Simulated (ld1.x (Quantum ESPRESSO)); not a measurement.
## An all-electron radial function and its pseudo partner (strontium)

Columns: radius, all-electron u(r) and pseudo u(r) of the 5s shell (level -8.29 eV) of strontium in the configuration [Kr] 4d0 5s1 5p0; Wu–Cohen, scalar-relativistic, TM semilocal scheme, ld1.x (Quantum ESPRESSO) 7.5.

```
r (bohr)  all-electron  pseudo
   0.192       -0.0180  0.0132
   0.385        0.1669  0.0274
   0.578        0.0006  0.0433
   0.770       -0.1910  0.0620
   0.962       -0.2783  0.0846
   1.155       -0.2630  0.1125
   1.348       -0.1795  0.1465
   1.540       -0.0626  0.1874
   1.732        0.0634  0.2352
   1.925        0.1841  0.2893
   2.118        0.2907  0.3472
   2.310        0.3789  0.4049
   2.502        0.4488  0.4585
   2.695        0.5018  0.5045
   2.888        0.5393  0.5397
   3.080        0.5633  0.5633
   3.272        0.5761  0.5761
   3.465        0.5795  0.5795
   3.658        0.5747  0.5747
   3.850        0.5632  0.5632
   4.043        0.5459  0.5459
   4.235        0.5241  0.5241
   4.428        0.4986  0.4986
   4.620        0.4709  0.4709
   4.812        0.4417  0.4417
   5.005        0.4120  0.4120
```

Question: How many radial nodes do the two functions have?

Answer: The all-electron 5s function has n − l − 1 = 4 (the table is too coarse to show those close to the nucleus); the pseudo-wave has 0, since the states of the same l below it are removed with the core.

Question: At about which radius was the pseudo-wave matched?

Answer: 3.35 bohr. The columns agree to 0.0005 from 2.89 bohr on; several derivatives are matched, so the curves merge somewhat inside the radius.

Question: Where does each function peak?

Answer: Outermost all-electron maximum near 3.46 bohr, pseudo maximum near 3.46 bohr (to the table’s step).

Question: Is the pseudo-wave norm-conserving?

Answer: Yes: the TM semilocal scheme keeps the norm inside the radius equal to the all-electron one, which fixes the energy derivative of the logarithmic derivative at the level.
